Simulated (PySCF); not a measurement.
## Constants of CsLi, step by step

State: ¹Σ⁺, singlet, closed shell. De refers to Cs + Li. RHF-based CCSD(T) in PySCF 2.14 with Cs cc-pwCVDZ-X2C, Li aug-cc-pVDZ-DK and Cs cc-pwCVTZ-X2C, Li aug-cc-pVTZ-DK (frozen core orbitals: 24; spin-free X2C with a Gaussian nucleus). Correlation energies are extrapolated as n⁻³ (n = 2, 3), Hartree–Fock as (n+1)·exp(−9√n). CV is the change on freezing 23 orbitals instead, in Cs cc-pwCVTZ-X2C, Li cc-pCVTZ-DK.

```json
{"Level": "CCSD(T)/DZ", "Re (Å)": "3.7431", "ωe (cm⁻¹)": "174.8", "ωexe (cm⁻¹)": "0.960", "αe (cm⁻¹)": "0.00125", "De (eV)": "0.669"}
{"Level": "CCSD(T)/TZ", "Re (Å)": "3.7069", "ωe (cm⁻¹)": "180.6", "ωexe (cm⁻¹)": "0.947", "αe (cm⁻¹)": "0.00120", "De (eV)": "0.707"}
{"Level": "HF/CBS", "Re (Å)": "3.9263", "ωe (cm⁻¹)": "168.5", "ωexe (cm⁻¹)": "0.656", "αe (cm⁻¹)": "0.000919", "De (eV)": "-0.013"}
{"Level": "MP2/CBS", "Re (Å)": "3.6945", "ωe (cm⁻¹)": "186.9", "ωexe (cm⁻¹)": "0.781", "αe (cm⁻¹)": "0.00105", "De (eV)": "0.522"}
{"Level": "CCSD/CBS", "Re (Å)": "3.7214", "ωe (cm⁻¹)": "183.4", "ωexe (cm⁻¹)": "0.877", "αe (cm⁻¹)": "0.00113", "De (eV)": "0.679"}
{"Level": "CCSD(T)/CBS", "Re (Å)": "3.6927", "ωe (cm⁻¹)": "183.0", "ωexe (cm⁻¹)": "0.940", "αe (cm⁻¹)": "0.00119", "De (eV)": "0.719"}
{"Level": "CCSD(T)/CBS+CV", "Re (Å)": "3.6823", "ωe (cm⁻¹)": "183.7", "ωexe (cm⁻¹)": "0.938", "αe (cm⁻¹)": "0.00119", "De (eV)": "0.722"}
```

How much is left between CCSD(T)/TZ and the basis-set limit, and how much do the triples give at the limit?

CCSD(T)/CBS less CCSD(T)/TZ: -14.2 mÅ in Re, +2.4 cm⁻¹ in ωe and +0.012 eV in De. CCSD(T)/CBS less CCSD/CBS: -28.7 mÅ in Re, -0.4 cm⁻¹ in ωe and +0.040 eV in De.

What do the later terms add?

CV: -10.4 mÅ in Re, +0.7 cm⁻¹ in ωe and +0.003 eV in De, each against the row above.

The T1 diagnostic is 0.019. The open-shell atoms are computed with UHF. Spin–orbit coupling, excitations beyond (T) and corrections to the Born–Oppenheimer picture are left out.

The whole job (state search and all basis sets along the bond) took about 9.3 min on 4 threads of Arm Neoverse V1 (shared host), peak memory 5.9 GiB.
